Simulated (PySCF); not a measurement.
# What settings do to a single point of [Gd(H2O)3]3+

The sound run of [Gd(H2O)3]3+ (singlet in the valence; each metal's 4f electrons, 7 of them, lie in its core potential, out of spins and levels) uses PySCF 2.14.0, RKS TPSS, Gd lcecp-1-SVP with ECP53, O def2-SVP, H def2-SVP; non-relativistic Hamiltonian with scalar-relativistic core potentials where named; density fitting; no spin-orbit coupling, grid (50, 194), threshold 1e-8 Eh and 55 cycles, at the relaxed geometry:

```xyz
10

Gd    0.0000    0.0000    0.0000
O     2.2852    0.0000    0.0000
H     2.9072    0.7754    0.0853
H     2.9072   -0.7754   -0.0853
O    -1.1426    1.9791    0.0000
H    -2.1252    2.1300    0.0853
H    -0.7821    2.9054   -0.0853
O    -1.1426   -1.9791    0.0000
H    -0.7820   -2.9054    0.0853
H    -2.1251   -2.1300   -0.0853
```

There Gd1 has a Mulliken charge of 1.91 e and the dipole about the centre of mass is 0.00 D. Each run below changes one thing and starts from free metal ions and neutral atoms unless it says otherwise; with 55 cycles, smearing, a level shift and second-order steps follow where DIIS fails, and their cycles count. Energy shifts count from the sound run. On f atoms grids over 110 angular points are at least (60, 302).

| change | outcome | cycles | energy shift (eV) | largest force component (eV/Å) | charge on Gd1 (e) | dipole about the centre of mass (D) |
| --- | --- | --- | --- | --- | --- | --- |
| start from the bare core Hamiltonian, limit 68 cycles | converged | 13 | 0.0000 | 0.01 | 1.91 | 0.00 |
| all coordinates × 1.12 | converged | 10 | 2.34 | 3.56 | 2.00 | 0.00 |
| O8 put 0.8 Å from Gd1, limit 91 cycles | not converged | 37 | – | – | – | – |
| threshold 0.0001 | converged | 7 | 0.0000 | 0.01 | 1.90 | 0.00 |

Question: How does the run with this change end: grid (30, 86)?

Answer: outcome converged, cycles 10, energy shift (eV) -0.0727, largest force component (eV/Å) 0.13, charge on Gd1 (e) 1.91, dipole about the centre of mass (D) 0.01.

Forces carry noise of the integration grid, about 0.01 to 0.03 eV/Å.

No frequency check is given that shows the relaxed geometry to be a minimum. An lcecp potential fixes the number of 4f electrons, so in runs with it no electron can move into or out of that shell.
